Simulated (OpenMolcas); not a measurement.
**Se4+: effect of the level shift or regulariser**

| Quantity | Value |
| --- | --- |
| Program | OpenMolcas |
| Basis | ANO-RCC-VQZP [7s6p4d2f1g] |
| Scalar Hamiltonian | DKH2, point nucleus |
| Active space | 2 electrons in 4 orbitals (4s 4p) |
| State averaging | 2S+1 = 3 even, 3 roots; 2S+1 = 1 even, 7 roots; 2S+1 = 3 odd, 3 roots; 2S+1 = 1 odd, 3 roots |
| Spin-orbit coupling | state interaction with AMFI integrals over the reference wave functions, term energies averaged over their components |

Methods on the same reference wave functions:
A. CASSCF
B. MS-CASPT2, IPEA 0.25 Eh, imaginary shift 0.1 Eh (closed shells correlated: 3d)
C. MS-CASPT2, IPEA 0.25 Eh, real shift 0.2 Eh (closed shells correlated: 3d)

Energies in eV above 4s² ¹S₀, the measured ground level; measured values from the list in Rauch et al., Astron. Astrophys. 606, A105 (2017).

```csv
Level,A,B,C,Measured
4s² ¹S₀,0.0000,0.0000,0.0000,0.0000
4s 4p ³P°₀,10.7502,10.859,10.858,11.1275
4s 4p ³P°₁,10.9291,11.036,11.035,11.3260
4s 4p ³P°₂,11.3148,11.423,11.423,11.7735
4s 4p ¹P°₁,17.5167,16.506,16.514,16.3328
4p² ³P₀,26.0445,26.088,26.088,26.2591
4p² ³P₁,26.2717,26.328,26.327,26.5439
4p² ³P₂ [66 %],26.5962,26.509,26.527,27.1048
4p² ¹D₂ [66 %],28.2437,27.053,27.094,26.4338
4p² ¹S₀,31.8585,30.707,30.715,30.8457
```

Deviations, from unrounded energies. A percentage is the sum of absolute deviations over the sum of measured energies, with the sign that they share, or ± where signs differ.

```tsv
Against measurement	Levels	A	B	C
mean absolute deviation (cm-1)	9	5600	2500	2600
other configurations (%)	9	±3.3	±1.5	±1.5
```

B, C lie about equally close to measurement and A furthest from it. The largest miss of B in the table is 4p² ¹D₂ [66 %], by +5000 cm-1. The ranking rests on the paired levels alone, and a cruder setting can come out closer through cancelling errors.

Between B and C the level of the table that moves most is 4p² ¹D₂ [66 %], by 330 cm-1 (lowest in B, highest in C).

The lowest spin-free term lies below A's lowest term by 0.079 hartree in B, 0.079 hartree in C.

Over all roots computed the reference weight is 0.93 to 0.99 in B; the roots of lowest weight are the least certain, and an intruder state may touch them. The ¹D term of p² mixes with s d, which this space lacks. Some levels mix across a computed gap that differs much from the measured one, so their mixing is not that of the real levels (holds for B; C). Computed and measured levels are paired by configuration, term and J; levels that our copy of the source lacks, or whose pairing is in doubt (as where it misses far off the trend of its configuration), stay unpaired and out of the deviations. Levels of configurations outside the active space are missing.

A share in square brackets marks a mixed level and gives the weight of the term that names it, the lowest over the columns. ° marks odd parity.
